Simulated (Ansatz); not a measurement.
Reaction (ligand exchange at a Ga–Cl bond): `[SiH3][GaH][Cl]` + H–F → `[F][GaH][SiH3]` + HCl

Computed with Ansatz on PBE0-D4/def2-TZVP structures; ΔE is electronic, products minus reactants. CCSD(T)/CBS is the MP2 limit (def2-TZVPP, def2-QZVPP) plus CCSD(T) − MP2 in def2-TZVPP, frozen cores. This one scheme is used for every species. For Ga outer-core shells are correlated without core-valence functions, which leaves a few kJ/mol of doubt a bond. Scalar relativity is left out up to krypton.

| species | CCSD(T)/CBS(def2) energy (Eh) |
| --- | --- |
| `[SiH3][GaH][Cl]` | -2675.24391 |
| H–F | -100.39570 |
| `[F][GaH][SiH3]` | -2315.24439 |
| HCl | -460.38127 |

**Question.** Work out ΔE.

**Answer.** ΔE = (-2315.24439) + (-460.38127) − (-2675.24391) − (-100.39570) = 0.01395 Eh = +8.8 kcal/mol.

Largest T1 diagnostic among the species: 0.014.

At CCSD(T), def2-SVP lies −4.0 kcal/mol from the extrapolated value and def2-TZVPP −1.2 kcal/mol. From BLYP to BHLYP (50 % exact exchange), in def2-TZVPP and without D4, ΔE moves by +2.7 kcal/mol. The D4 term adds +1.2 kcal/mol with B3LYP and +0.6 kcal/mol with PBE0; it sums over pairs of atoms, weighted by their polarisabilities, and B3LYP, whose exchange is more repulsive, gets the larger term.

B3LYP here is the variant with VWN-RPA as its local correlation; programs differ in this.
